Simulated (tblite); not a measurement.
Species: C₆H₈Cl₂NP.
Cartesian coordinates in Å at the GFN2-xTB level; atoms count from 1:
```
atom  x, y, z in Å
C1    -0.908    1.686    0.124
C2    -0.913    0.168    0.286
C3    -1.628   -0.531   -0.869
N4     0.449   -0.327    0.405
C5     1.374   -0.186   -0.581
C6     2.586   -0.722   -0.260
Cl7    3.931   -0.680   -1.328
P8     2.618   -1.452    1.350
C9     0.961   -0.974    1.480
Cl10  -0.021   -1.270    2.856
H11   -0.438    1.978   -0.812
H12   -1.929    2.059    0.128
H13   -0.366    2.151    0.944
H14   -1.421   -0.087    1.222
H15   -2.670   -0.223   -0.895
H16   -1.587   -1.610   -0.739
H17   -1.169   -0.279   -1.822
H18    1.122    0.307   -1.500
```

Method: GFN2-xTB as coded in tblite; computed harmonic values from a numerical Hessian at the method's own geometry, unscaled. This tight-binding method is rough: wavenumbers can miss measured ones by several per cent, in bad cases by 10 to 20. One conformer, not necessarily the lowest.

Harmonic wavenumbers (cm⁻¹): 31.8, 87.3, 103.7, 146.4, 187.1, 188.6, 215.3, 278.8, 279.6, 320.4, 337.9, 370.9, 439.0, 471.5, 491.8, 543.1, 632.7, 702.8, 749.6, 879.1, 948.1, 950.1, 975.0, 1021.7, 1071.7, 1099.6, 1143.2, 1158.8, 1184.7, 1287.5, 1298.0, 1363.7, 1395.0, 1403.0, 1417.5, 1483.0, 1484.3, 1489.9, 1492.3, 1495.9, 2959.3, 3042.7, 3045.6, 3047.1, 3049.6, 3052.1, 3055.7, 3151.1.

A = 1133, B = 622.1, C = 439.8 MHz; mass 194.977 u (most abundant isotopes); point group Cs, symmetry number 1.

Q: What is the zero-point energy?

A: ½Σν̃ = 28512 cm⁻¹ = 81.52 kcal/mol.

Q: What is S at 273.15 K and 1 bar for an ideal gas of classical rigid rotors and harmonic oscillators?

A: Translation 41.30, rotation 31.06, vibration 30.66: S = 103.0 cal/(mol K).

Q: And Cp and H(273.15 K) − H(0)?

A: Cp = 39.30 cal/(mol K), of which vibrations give 31.35 (their classical limit is 48 R = 95.4); H(273.15 K) − H(0) = 6.64 kcal/mol without the zero-point energy, 4.47 from vibrations.

Q: Which modes carry the vibrational entropy at 273.15 K?

A: 31.8 cm⁻¹: 5.54; 87.3 cm⁻¹: 3.55; 103.7 cm⁻¹: 3.21; 146.4 cm⁻¹: 2.55; 187.1 cm⁻¹: 2.09; 188.6 cm⁻¹: 2.08 cal/(mol K); the other 42 give 11.63 together.

Q: What must be added to the electronic energy to get the Gibbs energy at 273.15 K and 1 bar?

A: ZPE + [H(273.15 K) − H(0)] − T·S = 81.52 + 6.64 − 28.14 = 60.02 kcal/mol.

Q: Blend soft modes into free rotors: weight 1/[1 + (100 cm⁻¹/ν̃)⁴] for the oscillator and the rest for a rotor with moment μB/(μ + B), μ = h/(8π²ν), B = 10⁻⁴⁴ kg m². What vibrational entropy results?

A: 28.42 cal/(mol K) in place of 30.66, which changes −T·S at 273.15 K by +0.61 kcal/mol.

Hindered rotation and anharmonicity are outside this model. Other conformers, if any are populated, would add a mixing term that is left out.

Run on Arm Neoverse V1, one thread, shared host. The figure is for the frequency step alone.
